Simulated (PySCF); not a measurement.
Si(H)(Et)2(NH2), SMILES CC[SiH](CC)N, GFN2-xTB optimised geometry.

```
19

Si    -0.92    -0.80     0.00
N     -1.41    -1.74    -1.37
C      0.98    -0.80     0.00
C      1.57    -2.21     0.02
C     -1.58     0.99     0.00
C     -1.22     1.78     1.26
H     -1.46    -1.52     1.17
H     -2.39    -1.81    -1.59
H     -0.87    -1.69    -2.22
H      1.35    -0.26     0.87
H      1.36    -0.27    -0.88
H      1.23    -2.78    -0.84
H      2.66    -2.18     0.00
H      1.26    -2.74     0.92
H     -1.20     1.53    -0.87
H     -2.66     0.97    -0.10
H     -0.14     1.87     1.36
H     -1.65     2.78     1.23
H     -1.60     1.27     2.14
```

Density from PBE0/def2-SVP run with PySCF 2.14.0 at that geometry.

Minimum of the electron density along straight lines between bonded atoms, close to the bond critical point (lines longer than 1.1 times the sum of covalent radii, or with two minima, are not listed):

```csv
bond,length / Å,ρ at the minimum / e bohr⁻³,∇²ρ there / e bohr⁻⁵,position (fraction from the first atom)
Si1–N2,1.729,0.121,…,0.40
Si1–C3,1.903,0.112,0.31,0.38
C3–C4,1.523,0.240,-0.53,0.50
Si1–C5,1.913,0.111,0.31,0.38
C5–C6,1.525,0.239,-0.53,0.50
Si1–H7,1.470,0.116,0.32,0.49
N2–H8,1.007,0.332,-1.52,0.76
N2–H9,1.007,0.332,-1.52,0.76
C3–H10,1.091,0.271,-0.95,0.62
C3–H11,1.092,0.270,-0.94,0.62
C4–H12,1.087,0.278,-1.02,0.62
C4–H13,1.089,0.275,-1.00,0.62
C4–H14,1.087,0.277,-1.01,0.62
C5–H15,1.092,0.270,-0.94,0.62
C5–H16,1.092,0.270,-0.94,0.62
C6–H17,1.087,0.276,-1.01,0.62
C6–H18,1.089,0.275,-1.00,0.62
C6–H19,1.088,0.277,-1.01,0.62
```

Problem. Some entries are withheld; supply them.

Solution. 
- Si1–N2, ∇²ρ there / e bohr⁻⁵: 0.73
